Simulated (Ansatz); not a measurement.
Ansatz (a first-principles code) input (RI-MP2/def2-TZVPPD):
A basis named .json is the Basis Set Exchange file of that set.

Ansatz 0.2 input:
```yaml
crystal:
  periodic: [false, false, false]
  atoms:
    - {symbol: Hg, position_ang: [-0.00000000, -0.00000000, -1.43698630]}
    - {symbol: Hg, position_ang: [0.00000000, 0.00000000, 1.43698630]}
basis:
  gaussian:
    orbitals: def2-TZVPPD.json
    fitting: {mean_field: def2-universal-jkfit, correlation: def2-TZVPPD-RIFIT.json}
total_charge: 1
magnetization: {spin_polarized: true, initial_magnetization: 1}
correlation: {method: mp2, electrons: outside_noble_gas}
```

Output:

```
Functional definition: HF
integrals: 0.06 GiB planned
494 factors; integrals over basis functions are off by at most 2.9e-1 eV
386 factors; integrals over basis functions are off by at most 9.4e-1 eV
mean field: 0.31 GiB planned
mean field evaluation 1: about -8294.6773 eV, gradient 7.1e0 eV
mean field evaluation 2: about -8294.8763 eV, gradient 4.6e0 eV
mean field evaluation 4: about -8295.0021 eV, gradient 6.1e-1 eV
mean field evaluation 8: about -8295.0119 eV, gradient 1.1e-6 eV
mean field -8295.01188247 eV, -304.8360641199 hartree, gradient 1.1e-6 eV, S^2 0.816582; 0 other end points of the search recorded, 0 dependent functions left out
8 core orbitals not correlated
reference -8295.01188247 eV, -304.8360641199 hartree; 12, 11 occupied and 104, 105 virtual orbitals, 386 factors
second order -22.33338342 eV of doubles, -0.00000000 eV of singles
Total energy: -8317.34526589 eV, -305.6568008223 hartree
```

The spin state was set by rule; other spins were not relaxed.
